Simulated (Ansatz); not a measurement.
Input file for AlFGeH$_{5}$N, SMILES `[NH2][AlH][GeH2][F]`:

```yaml
crystal:
  periodic: [false, false, false]
  atoms:
    - {symbol: N, position_ang: [-0.588869, 1.184396, -1.381471]}
    - {symbol: Al, position_ang: [0.782177, 0.679504, -0.399457]}
    - {symbol: Ge, position_ang: [0.192071, -1.145409, 1.181912]}
    - {symbol: F, position_ang: [-1.517779, -1.441744, 0.860072]}
    - {symbol: H, position_ang: [-1.503651, 0.768200, -1.298095]}
    - {symbol: H, position_ang: [-0.588740, 1.903368, -2.086843]}
    - {symbol: H, position_ang: [2.200085, 1.362213, -0.566016]}
    - {symbol: H, position_ang: [0.248780, -0.834919, 2.694636]}
    - {symbol: H, position_ang: [0.864325, -2.521810, 0.978163]}
basis:
  gaussian: {orbitals: def2-TZVPP}
correlation: {method: ccsd_t}
output: {orbitals: {seedname: orbitals}}
```

```sh
$ ansatz run in.yaml --threads 4 --pin off --events-out ev --progress --plain --max-ram 10444MiB
```

The program prints (abridged):

```
Functional definition: HF
1352 factors; integrals over basis functions are off by at most 1.1e-3 eV
mean field evaluation 1: about -67322.5607 eV, gradient 4.8e1 eV
mean field evaluation 2: about -67322.6784 eV, gradient 4.8e1 eV
mean field evaluation 4: about -67327.4081 eV, gradient 3.3e0 eV
mean field evaluation 8: about -67327.4710 eV, gradient 3.3e-1 eV
mean field -67327.47136209 eV, -2474.2389363576 hartree, gradient 6.1e-6 eV, S^2 0.000000; 0 other end points of the search recorded, 0 dependent functions left out
16 core orbitals not correlated: weight in the atoms' cores, before any rotation towards them, 1.000 or more for the frozen orbitals, at most 0.000 for the correlated occupied ones
reference -67327.47136209 eV, -2474.2389363576 hartree; 17, 17 occupied and 189, 189 virtual orbitals, 1352 factors
second order -21.81232975 eV of doubles, -0.00000000 eV of singles
cycle   1  -21.83885936 eV  change   -2.7e-2 eV  update   1.1e-1
cycle   2  -22.43749468 eV  change   -6.0e-1 eV  update   3.4e-2
cycle   3  -22.56843827 eV  change   -1.3e-1 eV  update   1.8e-2
cycle   4  -22.55339964 eV  change    1.5e-2 eV  update   4.9e-3
cycle   5  -22.55091188 eV  change    2.5e-3 eV  update   2.3e-3
cycle   6  -22.55211676 eV  change   -1.2e-3 eV  update   8.4e-4
cycle   7  -22.55177757 eV  change    3.4e-4 eV  update   3.2e-4
cycle   8  -22.55162567 eV  change    1.5e-4 eV  update   1.2e-4
cycle   9  -22.55166796 eV  change   -4.2e-5 eV  update   4.9e-5
cycle  10  -22.55169454 eV  change   -2.7e-5 eV  update   1.6e-5
perturbative correction -0.75154751 eV, -0.0276188616 hartree
Total energy: -67350.77460414 eV, -2475.0953147075 hartree
```

Hardware: 4 threads of a server CPU on a shared host. Wall time 54 s, peak host memory 3.5 GiB.

MP2 recovers 93.6 % of the CCSD(T) correlation energy and the triples give 3.2 %; T1 = 0.0125.
